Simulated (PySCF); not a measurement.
C2H6BiF, SMILES [CH3][Bi]([CH3])[F]. Heavy atoms are numbered as in [Bi:1]([F:2])([CH3:3])[CH3:7]. Hydrogens are named by the atom that carries them.

The structure is a stationary point at B3LYP-D3(BJ)/def2-SVP. The structure was generated by enumeration; whether it is a known compound was not checked. The def2 effective core potentials stand for the cores of Bi; spin–orbit coupling is left out.

Computed with B3LYP/def2-TZVP in PySCF.

ESP charges are fitted to the potential on shells at 1.4 to 2.0 van der Waals radii. Atomic charges (e), one atom of each kind:

```
atom      ESP fit  Löwdin  Mulliken
--------  -------  ------  --------
Bi1           [?]    0.82      0.94
F2            [?]   -0.38     -0.53
C3 (CH3)      [?]   -0.54     -0.60
H on C3       [?]    0.10      0.13
```

### Question
Fill in the missing entries. (Estimate from the structure and the level; the computed values follow.)

### Answer

- Bi1, ESP fit: 0.48
- F2, ESP fit: -0.37
- C3 (CH3), ESP fit: -0.37
- H on C3, ESP fit: 0.10
